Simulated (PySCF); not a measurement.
Eu⁴⁵⁺: ionisation energy

Eu⁴⁵⁺ [Ar] (1S) → Eu⁴⁶⁺ [Ne] 3s2 3p5 (2P), as a difference of total energies. All numbers are calculated (PySCF 2.14, scalar relativity by spin-free X2C-1e, in an uncontracted even-tempered set (18 s from 9.6 bohr⁻², ratio 2.5; 12 p from 12 bohr⁻², ratio 2.5; 4 d from 54 bohr⁻², ratio 2.7; 4 f from 80 bohr⁻², ratio 2.7)). Correlated levels: outer shells: 1s2 frozen; virtual orbitals above 40 to 60 times the deepest correlated orbital energy dropped. The calculations carry no spin-orbit coupling.

```
                method  ionisation energy (eV)
                   UHF                  3876.0
                   LDA                  3876.9
                   PBE                  3877.4
                  PBE0                  3877.6
                r2SCAN                  3878.4
                 B3LYP                  3877.7
                  BP86                  3878.1
    MP2 (outer shells)                  3877.1
SCS-MP2 (outer shells)                  3876.9
```

A first-order spin-orbit estimate (lowest level to lowest level, LS coupling) adds -50.724 eV.

Breit and QED terms and the two-electron picture change are absent.

For comparison: 3823 ± 4 eV (theoretical estimate listed by NIST; NIST Atomic Spectra Database, ionization energies).
